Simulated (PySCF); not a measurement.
**[GdH2]+ at several levels of theory**

Computed with PySCF 2.14.0 (density fitting, no spin-orbit coupling) at the geometry relaxed with PBE0:

```xyz
3
[GdH2]+ (singlet in the valence; each metal's 4f electrons, 7 of them, lie in its core potential, out of spins and levels)
Gd    0.0000    0.0000   -0.1896
H     1.5312    0.0000    0.9815
H    -1.5312    0.0000    0.9815
```

```tsv
level	basis	state	HOMO (eV)	gap (eV)	charge on Gd1 (e)	population of f-type functions on Gd1 (polarisation alone where 4f lies in the core)	dipole about the centre of mass (D)	largest force component (eV/Å)
PBE0	Gd lcecp-1-SVP with ECP53, H def2-SVP	singlet	-12.71	4.97	1.25	0.01	4.35	0.00
TPSSh	the same	singlet	-12.15	4.07	1.30	0.01	4.42	0.06
PBE0	Gd lcecp-1-TZVP with ECP53, H def2-TZVP	singlet	-12.70	4.98	1.32	0.02	4.43	0.06
```

In the lcecp rows the 4f levels are missing from HOMO and gap, and the state counts the valence alone.

Charges are Mulliken's, which hang on the basis. The relaxation used the grid (50, 194), these runs (75, 302) or, all-electron (x2c bases, spin-free X2C Hamiltonian), (99, 590).

Q: What does PBE with Gd lcecp-1-SVP with ECP53, H def2-SVP give here?

A: state singlet, HOMO (eV) -11.59, gap (eV) 2.90, charge on Gd1 (e) 1.16, population of f-type functions on Gd1 (polarisation alone where 4f lies in the core) 0.01, dipole about the centre of mass (D) 3.94, largest force component (eV/Å) 0.18. Time: 0.9 s on 2 threads of Arm Neoverse V1 (shared host), from an already converged density.

In the first row's basis the gap widens with exact exchange: 2.9 eV for PBE (none); 4.1 to 5.0 eV for TPSSh, PBE0 (a fixed share).

An lcecp potential fixes the number of 4f electrons, so in runs with it no electron can move into or out of that shell.
